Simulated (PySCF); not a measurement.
C4H8O, charge +1, doublet, at a GFN2-xTB geometry (a state made from the parent by changing its charge; the spin is typed, not shown lowest); PySCF with TPSS/STO-3G.

PySCF was given this input:
```python
from pyscf import gto, scf, dft

mol = gto.Mole()
mol.atom = '''
    C     1.913518    0.217496   -0.223696
    C     0.772629   -0.131146    0.677921
    C    -0.579159   -0.152733   -0.137220
    C    -1.653043    0.518255    0.653602
    O    -0.649235   -0.640279   -1.202879
    H     2.825684    0.203042    0.389901
    H     1.864472    1.238781   -0.609304
    H     2.018542   -0.478518   -1.053085
    H     0.821271   -1.170790    1.025636
    H     0.692202    0.543441    1.529185
    H    -1.454549    1.590865    0.698565
    H    -1.693238    0.138594    1.673762
    H    -2.604171    0.345585    0.144730
'''
mol.basis = 'sto-3g'
mol.charge = 1
mol.spin = 1
mol.verbose = 4
mol.build()

mf = dft.UKS(mol)
mf.xc = 'tpss'
mf.kernel()
mf.analyze()
```

It wrote (shortened):

```
PySCF version 2.14.0

[INPUT] verbose = 4
[INPUT] num. atoms = 13
[INPUT] num. electrons = 39
[INPUT] charge = 1
[INPUT] spin (= nelec alpha-beta = 2S) = 1
[INPUT] symmetry False subgroup None
[INPUT] Mole.unit = angstrom
[INPUT] Symbol           X                Y                Z      unit          X                Y                Z       unit  Magmom
[...]
nuclear repulsion = 177.454582181428
number of shells = 23
number of NR pGTOs = 99
number of NR cGTOs = 33
basis = sto-3g
ecp = {}

******** <class 'pyscf.dft.uks.UKS'> ********
method = UKS
initial guess = minao
damping factor = 0
level_shift factor = 0
DIIS = <class 'pyscf.scf.diis.CDIIS'>
diis_start_cycle = 1
diis_space = 8
diis_damp = 0
SCF conv_tol = 1e-09
SCF conv_tol_grad = None
SCF max_cycles = 50
direct_scf = True
direct_scf_tol = 1e-13
number electrons alpha = 20  beta = 19
XC library pyscf.dft.libxc version 7.1.2
    S. Lehtola, C. Steigemann, M. J. T. Oliveira, and M. A. L. Marques,  SoftwareX 7, 1–5 (2018)
XC functionals = tpss
    J. Tao, J. P. Perdew, V. N. Staroverov, and G. E. Scuseria,  Phys. Rev. Lett. 91, 146401 (2003)
    J. P. Perdew, J. Tao, V. N. Staroverov, and G. E. Scuseria,  J. Chem. Phys. 120, 6898 (2004)
    J. Tao, J. P. Perdew, V. N. Staroverov, and G. E. Scuseria,  Phys. Rev. Lett. 91, 146401 (2003)
    J. P. Perdew, J. Tao, V. N. Staroverov, and G. E. Scuseria,  J. Chem. Phys. 120, 6898 (2004)
radial grids:
    Treutler-Ahlrichs [JCP 102, 346 (1995); DOI:10.1063/1.469408] (M4) radial grids

becke partition: Becke, JCP 88, 2547 (1988); DOI:10.1063/1.454033
pruning grids: <function nwchem_prune>
grids dens level: 3
symmetrized grids: False
atomic radii adjust function: <function treutler_atomic_radii_adjust>
small_rho_cutoff = 0
Set gradient conv threshold to 3.16228e-05
tot grids = 149024
init E= -229.980903870887

cycle= 1 E= -229.222475667754  delta_E= 0.758  |g|= 0.414  |ddm|= 3.09
cycle= 2 E= -228.632054895659  delta_E= 0.59  |g|=  1.1  |ddm|=  1.5
cycle= 3 E= -229.299522358105  delta_E= -0.667  |g|= 0.162  |ddm|= 1.27
cycle= 4 E= -229.321489501383  delta_E= -0.022  |g|= 0.0599  |ddm|= 0.399
cycle= 5 E= -229.324105758154  delta_E= -0.00262  |g|= 0.0137  |ddm|= 0.0836
cycle= 6 E= -229.324219104561  delta_E= -0.000113  |g|= 0.00481  |ddm|= 0.0167
cycle= 7 E= -229.32423647241  delta_E= -1.74e-05  |g|= 0.000635  |ddm|= 0.00757
cycle= 8 E= -229.324237108592  delta_E= -6.36e-07  |g|= 0.000326  |ddm|= 0.00198
[...]
converged SCF energy = -229.324237261057  <S^2> = 0.75372168  2S+1 = 2.0037182
Total Energy =                        -229.324237261057078
[...]
spin_pop of  1 C 2pz       0.04446
spin_pop of  2 C 1s       -0.00000
spin_pop of  2 C 2s       -0.01464
spin_pop of  2 C 2px       0.02868
spin_pop of  2 C 2py      -0.02724
spin_pop of  2 C 2pz      -0.01714
spin_pop of  3 C 1s       -0.00000
spin_pop of  3 C 2s        0.01288
spin_pop of  3 C 2px       0.07317
spin_pop of  3 C 2py       0.02744
spin_pop of  3 C 2pz       0.02799
spin_pop of  4 O 1s       -0.00000
spin_pop of  4 O 2s        0.00711
spin_pop of  4 O 2px       0.55850
spin_pop of  4 O 2py       0.05675
spin_pop of  4 O 2pz       0.01314
spin_pop of  5 H 1s        0.03108
spin_pop of  6 H 1s        0.00828
spin_pop of  7 H 1s       -0.00066
spin_pop of  8 H 1s        0.00400
spin_pop of  9 H 1s       -0.00423
spin_pop of  10 H 1s       -0.00535
spin_pop of  11 H 1s       -0.00561
spin_pop of  12 H 1s        0.00644
 ** Mulliken Spin Density (per atom)  **
spin density of  0 C =      0.01930
spin density of  1 C =      0.20010
spin density of  2 C =     -0.03033
spin density of  3 C =      0.14148
spin density of  4 O =      0.63550
spin density of  5 H =      0.03108
spin density of  6 H =      0.00828
spin density of  7 H =     -0.00066
spin density of  8 H =      0.00400
spin density of  9 H =     -0.00423
spin density of  10 H =     -0.00535
spin density of  11 H =     -0.00561
spin density of  12 H =      0.00644
 ** Mulliken pop alpha/beta on meta-lowdin orthogonal AOs **
 ** Mulliken pop       alpha | beta **
[...]
In total            20.00000 | 19.00000
 ** Mulliken atomic charges   ( Nelec_alpha | Nelec_beta ) **
charge of  0C =     -0.11544  (     3.06737      3.04807 )
charge of  1C =     -0.01340  (     3.10675      2.90665 )
charge of  2C =      0.21672  (     2.87647      2.90681 )
charge of  3C =     -0.10454  (     3.12301      2.98153 )
charge of  4O =      0.18716  (     4.22417      3.58867 )
charge of  5H =      0.10487  (     0.46311      0.43202 )
charge of  6H =      0.08151  (     0.46338      0.45511 )
charge of  7H =      0.07647  (     0.46144      0.46210 )
charge of  8H =      0.11247  (     0.44577      0.44176 )
charge of  9H =      0.09955  (     0.44811      0.45234 )
charge of  10H =      0.12388  (     0.43539      0.44074 )
charge of  11H =      0.11928  (     0.43756      0.44316 )
charge of  12H =      0.11148  (     0.44748      0.44104 )

WARN: System has nonzero charge 1; the dipole moment is origin-dependent.
Location of origin: [0. 0. 0.]

Dipole moment(X, Y, Z, Debye): -1.04949,  0.36915,  1.37809
```
